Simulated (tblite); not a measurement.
C9H13N.
SMILES with atom numbers: `[CH:1]#[C:2][C@@H:3]1[CH2:4][CH2:5][N:6]2[CH2:7][CH2:8][CH2:9][C@@H:10]12` (hydrogens: H11 on C1; H12 on C3; H13, H14 on C4; H15, H16 on C5; H17, H18 on C7; H19, H20 on C8; H21, H22 on C9; H23 on C10)

Computed geometry: GFN2-xTB, gas phase.

**Question.** What internal coordinates does the optimisation give?

**Answer.** 
```csv
bond,length (bohr),order
C1≡C2,2.262,triple
C2–C3,2.731,single
C3–C4,2.899,single
C4–C5,2.878,single
C5–N6,2.753,single
N6–C7,2.747,single
C7–C8,2.896,single
C8–C9,2.887,single
C9–C10,2.908,single
C3–C10,2.918,single
N6–C10,2.780,single
C1–H11,1.982,single
C3–H12,2.072,single
C4–H13,2.057,single
C4–H14,2.061,single
C5–H15,2.066,single
C5–H16,2.082,single
C7–H17,2.070,single
C7–H18,2.060,single
C8–H19,2.064,single
C8–H20,2.056,single
C9–H21,2.058,single
C9–H22,2.061,single
C10–H23,2.072,single
```

Orders are formal, as drawn. A selection of angles:
```csv
angle,degrees
C2–C1–H11,179.4
C1–C2–C3,178.6
C2–C3–C4,113.4
C2–C3–C10,112.9
C2–C3–H12,109.1
C4–C3–C10,102.3
C4–C3–H12,109.4
C10–C3–H12,109.5
C3–C4–C5,101.7
C3–C4–H13,113.0
C3–C4–H14,109.6
C5–C4–H13,112.9
C5–C4–H14,110.3
H13–C4–H14,109.2
C4–C5–N6,104.4
C4–C5–H15,112.7
C4–C5–H16,109.9
N6–C5–H15,109.5
N6–C5–H16,112.1
H15–C5–H16,108.2
C5–N6–C7,115.4
C5–N6–C10,108.8
C7–N6–C10,107.6
N6–C7–C8,105.9
N6–C7–H17,108.2
N6–C7–H18,110.9
C8–C7–H17,109.7
C8–C7–H18,113.6
H17–C7–H18,108.5
C7–C8–C9,101.4
C7–C8–H19,110.2
C7–C8–H20,112.8
C9–C8–H19,110.7
C9–C8–H20,113.1
H19–C8–H20,108.6
C8–C9–C10,103.6
C8–C9–H21,113.2
C8–C9–H22,109.9
C10–C9–H21,111.8
C10–C9–H22,110.0
H21–C9–H22,108.3
C9–C10–H23,110.8
C3–C10–C9,114.4
C3–C10–N6,106.1
```

Dihedral angles: C2–C3–C4–C5 -160° (antiperiplanar); C3–C4–C5–N6 40° (synclinal); C4–C5–N6–C7 -147° (anticlinal); C5–N6–C7–C8 95° (anticlinal); N6–C7–C8–C9 38° (synclinal); C7–C8–C9–C10 -34° (synclinal); C8–C9–C10–C3 -98° (anticlinal); C2–C3–C10–C9 -96° (anticlinal); C5–N6–C10–C9 -121° (anticlinal).

N6 (tertiary amine nitrogen) is pyramidal (angles 115.4°, 108.8° and 107.6°, sum 331.7°, 0.46 Å off the plane of its three neighbours). The 5-membered ring C3–C4–C5–N6–C10 has internal angles of 101.7° to 108.8° (sum 523°, against 540° for a flat polygon); it is puckered, 0.18 Å rms from its mean plane, widest ring torsion 40°. Of the pairs four or more bonds apart, H16···H18 is among the closest relative to their van der Waals radii: 2.38 Å, 99 % of the sum of Bondi's values. The 8 C–C bonds span 1.197 Å (C1≡C2, drawn triple) to 1.544 Å (C3–C10, drawn single), a spread of 0.347 Å. The 5-membered ring N6–C7–C8–C9–C10 has internal angles of 101.4° to 107.6°; it is puckered, 0.17 Å rms from its mean plane, widest ring torsion 38°.

Point group: C1 (no symmetry element, even within 0.4 Å). Its GFN2-xTB frequencies are all real (lowest 48 cm⁻¹). One conformer, not necessarily the lowest. 2 starts were optimised and ended at 0.00 and 5.41 kcal/mol (GFN2-xTB); the lowest of these is shown.
